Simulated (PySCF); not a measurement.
Spectrum to structure. Method: PySCF, TDDFT B3LYP/def2-SVPD, vertical, gas phase, core orbitals frozen in the response. Geometries: GFN2-xTB, one conformer each.

```tsv
state	ν̃ (cm⁻¹)	f	main configurations (H = HOMO, L = LUMO)
S1	34950	0.0007	H→L (99%)
S2	40500	0.0088	H-1→L (99%)
S3	41160	0.0002	H-2→L (98%)
S4	45130	0.126	H→L+1 (90%)
S5	48750	0.015	H-2→L+1 (93%)
S6	49430	0.0002	H-1→L+1 (98%)
S7	50110	0.0006	H→L+2 (98%)
S8	53610	0.082	H→L+3 (84%), H-3→L (12%)
```

**Question.** Which candidate is it?
A. `C[C@H]1[SiH2][Si@H](O)[SiH2]1`
B. `CC/C=C/[SiH2][SiH3]`
C. `C[Si]1(C)C[SiH2]C1`

**Answer.** A. Its S1, at 4.33 eV, is the lowest among the candidates; the nearest of the others has S1 at 6.17 eV. S1 is HOMO→LUMO (99%). Löwdin shares by element: HOMO silicon 64%, oxygen 15% (atoms not listed hold the other 21%); LUMO silicon 61%, oxygen 8% (atoms not listed hold the other 31%). At the same level the other candidates give, for their lowest levels:
- `CC/C=C/[SiH2][SiH3]`: 6.17 eV (f 0.230); 6.43 eV (f 0.200); 6.58 eV (f 0.053); 6.68 eV (f 0.119); 6.89 eV (f 0.011); T1 4.29 eV; HOMO -7.17, LUMO -0.53 eV
- `C[Si]1(C)C[SiH2]C1`: 6.39 eV (f 0.003); 6.66 eV (f 0.024); 7.03 eV (f 0.015); 7.08 eV (f 0.002); 7.09 eV (f 0.018); T1 6.18 eV; HOMO -7.26, LUMO 0.18 eV

Conformer computed: `[CH3:1][C@H:2]1[SiH2:3][Si@H:4]([OH:5])[SiH2:6]1`: H–O5–Si4–Si3 -48°.
Triplets come from the Tamm–Dancoff approximation.

Without π bonds the low states are Rydberg-like; a valence basis with one diffuse set may place them up to an eV too high.
